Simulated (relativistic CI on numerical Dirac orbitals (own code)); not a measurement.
One change at a time: Te19+

Base calculation: Dirac-Coulomb-Breit CI, KLI orbitals optimised for each configuration, model QED (radiative potential, 1s self-energy scaled to tabulated hydrogen-like ionisation energies), unscaled Slater integrals.

Configurations in the expansion (outside the closed core [Ar] 3d10): 4s²4p³, 4s4p⁴, 4p⁵, 4s²4p²4d, 4s4p³4d, 4s²4p²4f, 4s4p³4f, 4p⁴4d, 4s4p²4d², 4s²4p4d4f, 4p⁴4f, 4s²4p²5s, 4s²4p4d², 4s²4d³, 4s4p4d³, 4s²4d²4f, 4s4p4d²4f, 4s²4d²5s, 4p³4d², 4p²4d³, 4p²4d²4f, 4p²4d²5s. Double excitations out of closed p, d and f shells are left out; levels of such configurations are missing from the list, as are those of other unlisted configurations, and high levels can miss mixing partners.

Variants: (1) QED terms removed. Shifts of the energy above 4s²4p³ ⁴S°3/2, in cm⁻¹, for the lowest level and the first level of each name with at least 55 % of one term (blank where a level changes its place among those of its configuration and J or its character, or is not in the variant):

| Level | Base | Δ(1) |
| --- | --- | --- |
| 4s²4p³ ⁴S°3/2 | 0 | 0 |
| 4s²4p³ ²D°5/2 | 106880 | -166 |
| 4s²4p³ ²P°1/2 | 140206 | -155 |
| 4s²4p³ ²P°3/2 | 223004 | -323 |
| 4s4p⁴ ⁴P5/2 | 448031 | +1802 |
| 4s4p⁴ ⁴P3/2 | 501785 | +1681 |
| 4s4p⁴ ⁴P1/2 | 508014 | +1743 |
| 4s4p⁴ ²D5/2 | 591320 | +1516 |
| 4s²4p²4d ²F5/2 | 706621 | +75 |
| 4s²4p²4d ⁴D1/2 | 711896 | +291 |
| 4s²4p²4d ⁴F7/2 | 720549 | +33 |
| 4s²4p²4d ⁴D3/2 | 726224 | +278 |
| 4s²4p²4d ⁴F9/2 | 747354 | -3 |
| 4s²4p²4d ²G7/2 | 794210 | -12 |

At this charge energies of transitions that change n are usually good to better than 1 %, and those within a shell (Δn = 0) to a few per cent.

Ionisation energy from the two ground configurations alone: base 554.823 eV. The NIST ASD value (theoretical) is 555 eV.

LS names give the leading component of a level, which can be under half, so a name can repeat, a term be missing and a line seem to break the LS rules.
